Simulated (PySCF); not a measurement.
**Spinor energies of Ni³⁺ (nickel, charge +3)**

Start: [Ar] 3d6 4p1; 3d3/2 filled at m_j = +3/2; 3d5/2 filled at m_j = -3/2, -1/2, +1/2, +3/2, +5/2; 4p3/2 filled at m_j = +3/2. Calculated with PySCF 2.14 in x2c-SVPall-2c with one added diffuse shell each of s, d type (6s5p4d1f, 48 functions): generalised Hartree-Fock with the X2C-1e Hamiltonian and a Gaussian nucleus; one run each with spin-orbit coupling (SO) switched off, then screened by Boettger's factors. This is a chosen level, not necessarily the ground level.

```tsv
spinor shell	electrons	ε, spin-free (eV)	ε, screened SO (eV)	weight of nominal j (screened SO)	rms radius, screened SO (bohr)
1s1/2	2	-8457.7	-8457.6	1.000	0.0625
2s1/2	2	-1108.9	-1108.8	1.000	0.265
2p1/2	2	-958.49	-971.06	0.988	0.236
2p3/2	4	-958.49	-952.30	0.994	0.239
3s1/2	2	-188.92	-188.90	1.000	0.790
3p3/2	4	-141.81	-140.85	0.829	0.838
3p1/2	2	-141.81	-143.75	0.658	0.835
3d5/2	5	-73.416	-74.594	0.583	0.917
3d3/2	1	-73.416	-67.570	0.787	0.943
4p3/2	1	-30.523	-30.486	1.000	2.98
```

| quantity | spin-free | screened SO |
| --- | --- | --- |
| E (hartree) | -1515.92551 | -1515.95323 |
| M_J | 11/2 | 11/2 |
| ⟨J²⟩ | 35.752 | 35.753 |
| ⟨L²⟩ | 12.002 | 12.020 |
| ⟨S²⟩ | 8.751 | 8.741 |

Each row is a mean over spinors that exchange with the open shell spreads, by up to 18.799 eV (3p3/2).

Rows whose weight is well below 1 are mixtures of j = l ± 1/2: exchange outweighs spin-orbit coupling there, and the label is only the starting occupation.

Without spin-orbit coupling the j labels of p, d and f shells carry no meaning; the spin-free column gives the mean over the occupied spinors of each nl shell.
